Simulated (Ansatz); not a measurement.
Calculated with Ansatz (gas phase, PBE0-D4/def2-TZVP geometries, no zero-point term in ΔE). CCSD(T)/CBS adds triple-zeta CCSD(T) − MP2 to the extrapolated MP2 energy (def2 sets, frozen cores). Functionals use def2-TZVPP. Each species was taken in one conformer, which may not be the lowest.

`C[Si@H](O)[Si@H](O)F` + `F[SiH2]NP` → `O[SiH](F)N[SiH2]F` + `C[SiH](O)P`  (redistribution)

`C[Si@H](O)[Si@H](O)F`:

```xyz
13

C    -1.478   -0.729   -1.368
Si    0.078    0.152   -0.862
O     1.368   -0.841   -1.158
Si    0.181    0.673    1.431
O     1.770    0.407    1.772
F    -0.731   -0.318    2.307
H    -1.635   -1.625   -0.764
H    -2.346   -0.075   -1.249
H    -1.418   -1.026   -2.418
H     0.200    1.426   -1.632
H     2.116   -0.738   -0.565
H    -0.219    2.037    1.876
H     2.115    0.657    2.631
```

`F[SiH2]NP`:

```xyz
9

F    -0.240    2.032    0.727
Si   -0.312    1.015   -0.506
N    -0.611   -0.590   -0.006
P     0.481   -1.679    0.748
H    -1.434    1.455   -1.367
H     1.011    1.076   -1.162
H    -1.559   -0.932   -0.015
H     1.586   -1.548   -0.138
H     1.078   -0.829    1.721
```

`O[SiH](F)N[SiH2]F`:

Cartesian coordinates in Å:
```
O 1.654 -1.845 -0.546
Si 0.694 -1.049 0.504
F 1.548 -1.034 1.842
N 0.337 0.543 -0.013
Si -1.190 1.310 -0.124
F -1.803 1.181 -1.597
H 1.386 -1.871 -1.465
H -0.587 -1.727 0.776
H 1.130 1.099 -0.307
H -1.039 2.758 0.135
H -2.131 0.636 0.794
```

`C[SiH](O)P`:

```xyz
11

C     1.416   -0.465   -0.567
Si    0.019   -0.119    0.620
O     0.033    1.443    1.157
P    -1.907   -0.735   -0.385
H     1.441   -1.526   -0.829
H     1.307    0.108   -1.492
H     2.374   -0.200   -0.113
H     0.165   -0.936    1.850
H    -0.249    2.124    0.544
H    -2.730   -0.032    0.534
H    -1.868    0.338   -1.319
```

```tsv
level	ΔE (kJ/mol)	difference from CCSD(T)/CBS
PBE-D4	-128.8	15.3
PBE0-D4	-135.5	8.6
ωB97X-V	-133.4	10.7
PBE	-128.9	15.2
PBE0	-135.6	8.5
CCSD(T)/def2-TZVPP	-143.8	0.3
HF/def2-QZVPP	-141.1	3.0
HF/CBS(def2)	-141.2	2.9
MP2/CBS(def2)	-149.9	-5.8
CCSD/CBS(def2)	-143.4	0.7
CCSD(T)/CBS	-144.1	0
```

Largest T1 diagnostic among the species: 0.012.

In def2-TZVPP, CCSD(T) changes the Hartree–Fock value by −3.3 kJ/mol (the triples alone add −0.7 kJ/mol) and MP2 by −9.1 kJ/mol. From PBE to PBE0 (25 % exact exchange), in def2-TZVPP and without D4, ΔE moves by −6.7 kJ/mol.
